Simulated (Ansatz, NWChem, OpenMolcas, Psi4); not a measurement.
A ladder of methods for AlSbH3F (SMILES [F][AlH][SbH2])

AlSbH3F has 6 atoms, charge 0, and is taken as a singlet. As SMILES, `[F][AlH][SbH2]`. Geometry: relaxed at PBE0-D4/def2-TZVP. This is one conformer, not always the lowest.

```
atom    x (Å)    y (Å)    z (Å)
   F  -1.1146  -1.6324   1.2623
  Al  -0.3361  -1.0393  -0.0698
  Sb   1.2799   1.0037   0.3348
   H  -0.5948  -1.8007  -1.4317
   H   0.8421   1.5920  -1.2099
   H  -0.0344   1.8129   1.0681
```

Quantity: the energy change with the Al2–H4 bond stretched from 1.582 to 2.847 Å, in eV. The values are calculated.

```csv
level,kind,program,value (eV),less CCSD(T)/def2-SVP,CPU time (all runs)
HF/def2-SVP (core potential) (restricted),Hartree–Fock,Psi4,3.37,+0.68,26 s
BLYP/def2-SVP (core potential) (restricted),GGA,Ansatz,2.52,-0.17,11 s
PBE/def2-SVP (core potential) (restricted),GGA,NWChem,2.55,-0.14,55 s
r2SCAN0/def2-SVP (core potential) (restricted),hybrid meta-GGA,Ansatz,2.99,+0.30,28 s
B2PLYP/def2-SVP (core potential) (restricted),double hybrid,OpenMolcas,2.92,+0.23,37 s
RPA@PBE0/def2-SVP (core potential) (restricted),RPA,Ansatz,2.93,+0.24,24 s
MP3/def2-SVP (core potential) (restricted),perturbation theory,Psi4,3.02,+0.33,21 s
CCSD(T)/def2-SVP (core potential) (restricted),coupled cluster or CI,OpenMolcas,2.69,0.00,85 s
```

Differences are taken from CCSD(T)/def2-SVP (core potential) (restricted) for orientation; it has basis-set and higher-order errors of its own. At this stretch a single reference begins to fail. The first shape isn't each level's own minimum. The values span 2.52 to 3.37 eV. In the correlated wave-function rows the outer d shell of Sb is correlated, in sets not made for it. Times are those of the runs behind each value, whatever else they computed, on shared processors of several kinds: orders of magnitude only.
